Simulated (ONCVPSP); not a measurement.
## What one change does to a pseudopotential (tungsten, ONCV)

```
Element                 : W
Generator               : ONCVPSP 4.0.1
Type                    : optimised norm-conserving Vanderbilt (ONCV)
Functional              : revPBE
Relativity              : scalar-relativistic
Frozen core             : [Kr] 4d10
Valence charge          : 28
Reference configuration : 4f14 5s2 5p6 5d4 6s2
Partial waves           : 5s+6s: rc 1.40 bohr, ncon 4, nbas 7, qcut 7.3 1/bohr, 2 projectors; 5p: rc 1.15 bohr, ncon 4, nbas 8, qcut 6.6 1/bohr, 2 projectors, debl 2.3 Ha; 5d: rc 2.00 bohr, ncon 4, nbas 9, qcut 7 1/bohr, 1 projector; 4f: rc 0.75 bohr, ncon 4, nbas 8, qcut 23.6 1/bohr, 2 projectors, debl 2.7 Ha
Local potential         : polynomial inside 0.60 bohr (lpopt 5, dvloc0 6 Ha)
Core correction         : Teter function, fcfact 5.25, rcfact 1.75
```

All-electron outer shells of the reference configuration (revPBE, scalar-relativistic, ld1.x):

```
shell  level (eV)  outermost node (bohr)  outermost maximum (bohr)
   4d     -238.41                   0.22                      0.45
   5s      -79.03                   0.53                      0.96
   5p      -43.16                   0.57                      1.09
   4f      -33.16                      –                      0.43
   6s       -5.65                   1.28                      2.67
   5d       -4.43                   0.63                      1.49
```

Change: f: qcut 14.8.

Cutoffs: the cutoffs (Ha) at which the residual kinetic energy of the hardest occupied pseudo-wave falls to 1 and 0.1 mHa per electron; they do not see the model core or the augmentation charge, which bear on the density cutoff. Errors are all-electron minus pseudo energies relative to the spin-unpolarised reference configuration.

Question: How do hardness, ghosts and transferability respond?

Answer: The potential gets harder (234 Ha and 255 Ha → 516 Ha and 778 Ha); both files keep a bound ghost (p, s); the errors of the 4 common tests hardly move.

```csv
quantity,base,changed
"cutoff, loose",234 Ha,516 Ha
"cutoff, tight",255 Ha,778 Ha
loose cutoff by channel,"s 24 Ha, p 106 Ha, d 15 Ha, f 234 Ha","s 24 Ha, p 106 Ha, d 15 Ha, f 516 Ha"
bound ghosts,"s, p","s, p"
GHOST(+) flags under 300 eV,d at 12.4 eV,d at 12.4 eV
"error for 4f14 5s2 5p6 5d4 6s1, meV [ΔE 8.81 eV]",-4.1,-4.0
"error for 4f14 5s2 5p6 5d4 6s0, meV [ΔE 24.35 eV]",-12,-12
"error for 4f14 5s2 5p6 5d3 6s0, meV [ΔE 49.63 eV]",+9.1,+9.7
"error for 4f14 5s2 5p6 5d4 6s0 6p1, meV [ΔE 14.24 eV]",-7.3,-7.1
s: phases at 1.42 bohr within 0.05 rad from the reference energy up to (Ha; the scan ends near 5),to the end of the scan,to the end of the scan
p: phases at 1.17 bohr within 0.05 rad from the reference energy up to (Ha; the scan ends near 5),to the end of the scan,to the end of the scan
d: phases at 2.02 bohr within 0.05 rad from the reference energy up to (Ha; the scan ends near 5),0.3,0.3
f: phases at 0.76 bohr within 0.05 rad from the reference energy up to (Ha; the scan ends near 5),to the end of the scan,to the end of the scan
"rms error of d²Exc/dni dnj with the model core, mHa",3.48,3.38
```

 A true bound ghost makes a file unfit for plane-wave use even where its test errors are small: the radial tests pick states by their node count and pass the ghost by.
